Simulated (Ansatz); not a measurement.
Pulling on the Mg1–H2 bond in H2Mg (SMILES [MgH2]) (multiplicity 1 held, fragments rigid). Energies count from the point at 1.700 Å.
Geometry at that point (charge 0, multiplicity 1):
```xyz
3

Mg     0.000     0.000     0.000
H      0.000     0.000    -1.700
H      0.000     0.000     1.700
```

R- and RO- levels are restricted; in cc, def2 and unpolarised 6-31G sets they are followed outwards from rest. U- levels take the lowest unrestricted solution at each point, which mixes spins at long bonds. Full CI gives the lowest state of the spin. Curves can end on different states.

Cores are frozen in the correlated methods.

Codes used: Ansatz (a quantum-chemistry and plane-wave program). 

Energies in kcal/mol.

```csv
R (Å),U-HF/def2-TZVPP,R-SCS-MP2/def2-TZVPP,U-CCSD(T)/def2-TZVPP,FCI/def2-TZVPP
1.360,21.1,20.3,20.6,20.6
1.530,4.4,4.1,4.3,4.3
1.700,0.0,0.0,0.0,0.0
1.870,2.5,2.6,2.4,2.3
2.040,8.7,8.9,8.2,8.1
2.295,21.4,21.2,19.6,19.5
2.550,33.9,34.3,31.6,31.4
2.975,44.9,54.6,49.0,48.5
3.400,49.2,71.0,61.2,60.2
3.910,51.0,85.2,69.0,67.7
4.589,51.6,95.6,71.6,71.1
5.439,51.8,96.6,72.0,72.0
```

Doubts at one or more of the structures used: a spin-contaminated determinant (U-HF/def2-TZVPP, U-CCSD(T)/def2-TZVPP); a restricted determinant that unrestricted orbitals would lower (R-SCS-MP2/def2-TZVPP); T1 above 0.05 (U-CCSD(T)/def2-TZVPP).
